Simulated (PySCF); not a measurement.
Compounds:
1. `C1(=C)CO[C@@H](C#N)C[SiH2]1`, C₆H₉NOSi
2. `C(#CC=C)/C=C/CF`, C₇H₇F
3. `[SiH3]C/C=N\c1ccco1`, C₆H₉NOSi
4. SMILES CC(=O)/C(=C/C#N)C[SiH3], C₆H₉NOSi
5. SMILES N#C[C@@H]1[SiH2]C[C@@]12C[C@H]2O, C₆H₉NOSi
6. `N#C[C@@H]1C[SiH2][C@]12C[C@H]2O`, C₆H₉NOSi
7. `C#C[C@@H]1C[C@H](C)[C@H]1[SiH2]C`, C₈H₁₄Si

Computational details: coordinates at the GFN2-xTB level, NMR shieldings at PBE0/pcSseg-1/GIAO, in PySCF (one conformer, no relativistic terms, averaged over atoms made equivalent by symmetry, fast rotation or ring inversion, in vacuum).

References, each an isolated molecule treated in the same way: TMS for ¹H, ¹³C. Shifts are as computed. Against solution values, carbons near 30 ppm lie about +3 ppm off and those near 130 ppm about +5 ppm. Of 1309 compounds with measured shifts, 239 miss one by over three times the rms of a fit or turn the order of signals round; such compounds aren't used in these exercises. OH and NH positions are gas-phase values without hydrogen bonding to other molecules.

Question: Which show a ¹³C signal below 10 ppm?

Answer: 7 (-8.3: methyl carbon bonded to Si).

Question: Which show a ¹³C signal above 185 ppm?

Answer: 4 (210.8: ketone carbonyl carbon).

Question: Which give exactly 8 ¹³C signals?

Answer: 7 (δ 94.6, 76.5, 38.9, 36.7, 30.9, 26.0, 23.3, -8.3).
